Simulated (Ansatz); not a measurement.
Consider the atomization: `[F][Sn]([F])([Cl])[Br]` → Br• + Cl• + 2 F• + Sn•.

Isolated molecules relaxed with PBE0-D4/def2-TZVP in Ansatz; ΔE leaves out vibrations. CCSD(T)/CBS adds triple-zeta CCSD(T) − MP2 to the extrapolated MP2 energy (def2 sets, frozen cores). This one scheme is used for every species, atoms too. Functionals use def2-TZVPP. HSE06 is defined as in plane-wave codes. Open shells (•) are unrestricted, without spin–orbit coupling. Spin–orbit coupling would lower the free atoms: a little for Cl, F; clearly for Br; strongly for Sn. def2 core potentials past Kr. For Br, Sn outer-core shells are correlated without core-valence functions, so the limit isn't a true one: a few kJ/mol of doubt a bond, and 10 to 20 or more in all where bonds break to atoms. Scalar relativity is left out up to krypton.

```
             level  ΔE (kJ/mol)
       LDA (SPW92)       1773.2
           BLYP-D4       1468.7
            B97M-V       1516.7
          HSE06-D4       1463.1
      CAM-B3LYP-D4       1461.6
           ωB97X-V       1496.3
       HF/def2-SVP        920.0
SCS-MP2/def2-QZVPP       1511.2
```

Task: What does CCSD(T)/CBS give? (Best estimate.)

Result: Computed: +1519.4 kJ/mol. The listed levels differ from it by 253.8, -50.7, -2.7, -56.3, -57.8, -23.1, -599.4, -8.2 kJ/mol.

Largest T1 diagnostic among the species: 0.012.

In def2-TZVPP, CCSD(T) changes the Hartree–Fock value by +453.4 kJ/mol (the triples alone add +46.1 kJ/mol) and MP2 by +536.2 kJ/mol; breaking electron pairs costs correlation energy, which Hartree–Fock lacks. From BLYP to BHLYP (50 % exact exchange), in def2-TZVPP and without D4, ΔE moves by −92.7 kJ/mol: exact exchange takes away binding that semilocal exchange gives to molecules. Leaving LDA and LC-ωPBE aside and taking each functional with its dispersion term where it has one, the values, not all of them listed here, spread over 161.8 kJ/mol, from BHLYP-D4 to PBE-D4. LDA lies +259.9 kJ/mol from PBE without D4, its usual overbinding.

For atomizations the MP2-based limit and the directly extrapolated one differ by several kJ/mol either way, and by 10 to 25 for some Ge, Se and Sn compounds, so smaller differences from it don't rank the levels.
